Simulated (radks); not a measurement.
Results of a calculation; reference values are marked as such.
Te38+, 14 electrons, occupied as [Ne] 3s2 3p2.

Code: a radial shooting solver on a logarithmic mesh with Libxc functionals. Model: Dirac Kohn-Sham, PW91, spin-unpolarised, spherical densities, point nucleus; open shells fill j = l - 1/2 first.

Energy parts (hartree):
| part | energy |
|---|---|
| total | -5555.54203 |
| kinetic | 5941.08343 |
| electron-nucleus | -12122.90012 |
| Hartree | 728.49222 |
| exchange-correlation | -102.21756 |

Orbitals (lengths in bohr, moments of r in powers of bohr):
| orbital | occ. | eigenvalue (hartree) | <r> | <r^4> |
|---|---|---|---|---|
| 1s1/2 | 2 | -1246.015 | 0.02780 | 2.864e-06 |
| 2s1/2 | 2 | -258.5580 | 0.1177 | 0.0004550 |
| 2p1/2 | 2 | -248.3796 | 0.09923 | 0.0002881 |
| 2p3/2 | 4 | -237.9911 | 0.1046 | 0.0003404 |
| 3s1/2 | 2 | -101.6279 | 0.2868 | 0.01282 |
| 3p1/2 | 2 | -97.99308 | 0.2725 | 0.01120 |
| 3p3/2 | 0 | -95.39423 | 0.2806 | 0.01246 |

The highest occupied level is 3p1/2 at -2666.5 eV. Summed over all electrons, <r^2> = 0.4711 bohr^2, which gives a Langevin (diamagnetic) susceptibility term of -0.373 x 10^-6 cm^3/mol.
